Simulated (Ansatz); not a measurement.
Species: HF2Ge, SMILES `[F][GeH][F]` (charge 0, multiplicity 2).

Give a relaxed geometry from B3LYP-D3(BJ)/def2-TZVP (Ansatz, an electronic-structure program).

the end point of this relaxation (outside a Z-matrix the atoms follow the SMILES, hydrogens last).
Z-matrix (Å, degrees):
```
Ge
F 1 1.7460
F 1 1.7460 2 103.73
H 1 1.5720 2 106.48 3 112.14
```
